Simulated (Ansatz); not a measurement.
Ansatz (a first-principles code) input file for Ga(I)2(OH) (GaHI₂O), SMILES [I][Ga]([OH])[I], PBE/def2-SVPD. The structure is a stationary point at r2SCAN-D4/def2-SVP. The structure was generated by enumeration; whether it is a known compound was not checked. The def2 effective core potentials stand for the cores of I; spin–orbit coupling is left out. The values are those of a single conformer.

Ansatz 0.2 input:
```yaml
crystal:
  periodic: [false, false, false]
  atoms:
    - {symbol: Ga, position_ang: [0.74597107, 0.00845004, -0.00000000]}
    - {symbol: I, position_ang: [-0.43906420, -2.17029662, 0.00000000]}
    - {symbol: I, position_ang: [-0.43284925, 2.16976465, 0.00000000]}
    - {symbol: O, position_ang: [2.51897643, 0.07115535, -0.00000000]}
    - {symbol: H, position_ang: [2.93449859, -0.80299930, 0.00000001]}
basis:
  gaussian:
    orbitals: def2-SVPD
hamiltonian:
  xc: {name: PBE}
```

Output:

```
WARN ansatz: RAYON_NUM_THREADS=1 ignored (pool sized by the plan → 1); use --threads N
Functional definition: PBE
integrals: 0.10 GiB planned
1426 factors; their error is unknown
mean field: 0.51 GiB planned
mean field evaluation 1: about -70619.8004 eV, gradient 7.0e1 eV
mean field evaluation 2: about -70495.3599 eV, gradient 1.9e2 eV
mean field evaluation 4: about -70626.8540 eV, gradient 2.5e1 eV
mean field evaluation 8: about -70628.0688 eV, gradient 2.4e-1 eV
mean field evaluation 16: about -70628.0343 eV, gradient 9.7e-5 eV
mean field -70628.03434086 eV, -2595.5323886256 hartree, gradient 3.1e-5 eV, S^2 0.000000; 0 other end points of the search recorded, 0 dependent functions left out
reference -70628.03440715 eV, -2595.5323910617 hartree; 45, 45 occupied and 94, 94 virtual orbitals, 1426 factors
Total energy: -70628.03440715 eV, -2595.5323910617 hartree
```

The calculation finished and met its thresholds.

Cost: about 4 core-seconds (a rough figure).
